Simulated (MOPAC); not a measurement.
MOPAC input (AM1):

```
AM1 FORCE THERMO(298,298) PRECISE LET UHF MS=0.5 GEO-OK AUX(PRECISION=9) THREADS=1
AlS

Al    0.00000000 1    0.00000000 1   -0.98884898 1
S     0.00000000 1    0.00000000 1    0.77723898 1
```

From the output:

```
     S    2   5.784850   5.784837

          HEAT OF FORMATION =      48.012209 KCALS/MOLE

          ZERO POINT ENERGY       1.170 KCAL/MOL

           NORMAL COORDINATE ANALYSIS (Total motion = 1 Angstrom)

   Root No.       1

                 1 Sig

                 818.6

           1    0.5430
           2   -0.0000
           3   -0.0000
           4   -0.4570
           5    0.0000
           6    0.0000

           MASS-WEIGHTED COORDINATE ANALYSIS (NORMAL COORDINATES)

   Root No.       1

                 1 Sig

                 818.6

           1    0.7369
           2   -0.0000
           3   -0.0000
           4   -0.6760
           5    0.0000
           6    0.0000

          DESCRIPTION OF VIBRATIONS

 VIBRATION          1    1Sig        ATOM PAIR     ENERGY CONTRIBUTION    RADIAL
 FREQUENCY           818.62         Al1 -- S 2        +100.0% (100.0%)    100.0%
 TRANSITION DIPOLE   4.7705
 TRAVEL (Ang.)       0.0750
 REDUCED MASS       14.6512
 EFFECTIVE MASS     29.2481
 FORCE CONSTANT      5.7848

      SYMMETRY NUMBER FOR POINT-GROUP C*v =  1

          SYSTEM IS A GROUND STATE

 AlS

          MOLECULE IS LINEAR

          THERE ARE  1 GENUINE VIBRATIONS IN THIS SYSTEM
          THIS THERMODYNAMICS CALCULATION IS LIMITED TO
          MOLECULES WHICH HAVE NO INTERNAL ROTATIONS

                    CALCULATED THERMODYNAMIC PROPERTIES
                                          *
   TEMP. (K)   PARTITION FUNCTION   H.O.F.    ENTHALPY  HEAT CAPACITY ENTROPY
                                   KCAL/MOL   CAL/MOLE    CAL/K/MOL  CAL/K/MOL

 298.00  VIB.     0.1020D+01                    45.8389     0.6199     0.1924
         ROT.     0.5615D+03                   592.1869     1.9872    14.5673
         INT.     0.5725D+03                   638.0258     2.6071    14.7597
         TRA.     0.4386D+27                  1480.4672     4.9680    38.1451
         TOT.                       48.012    2118.4930     7.5751    52.9048

   *: NOTE: HEATS OF FORMATION ARE RELATIVE TO THE
            ELEMENTS IN THEIR STANDARD STATE AT 298K
              (=  Standard Enthalpy of Formation).

            Hvib:  Zero-point energy is not included.
                   frequencies of less than zero cm-1 are not included.
            Hrot = (3/2)RT
            Htra = (3/2)RT + pV = (5/2)RT

            Heat capacity is Cp, not Cv

          For more information, see: HTTP://OpenMOPAC.net/Manual/thermochemistry.html

           FORCE CONSTANT IN CARTESIAN COORDINATES (Millidynes/A)

    ATOM   CHEMICAL       X               Y               Z
   NUMBER   SYMBOL  FORCE CONSTANT  FORCE CONSTANT  FORCE CONSTANT

      1      Al        5.784850        0.000325        0.000325
      2       S        5.784850        0.000325        0.000325

 **********************
 *                    *
 * JOB ENDED NORMALLY *
 *                    *
 **********************

 == MOPAC DONE ==
```
